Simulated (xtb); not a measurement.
xtb was given this input:
```
$ xtb mol.xyz --gfn 2 --uhf 1 --opt vtight --json

# file mol.xyz
5

C     -0.64195348     0.05406349     0.18055517
Si     0.93826435    -0.57333912    -0.23493326
H     -1.56074966    -0.56614451     0.21202879
H     -0.87367005     1.05291866    -0.11173456
H      2.12240150     0.19083598     0.17260327
```

**Question.** What does this run give for the dipole moment, total energy at the end of the optimisation?

**Answer.** 
- dipole moment: 1.68 D
- total energy at the end of the optimisation: -5.2608 Eh
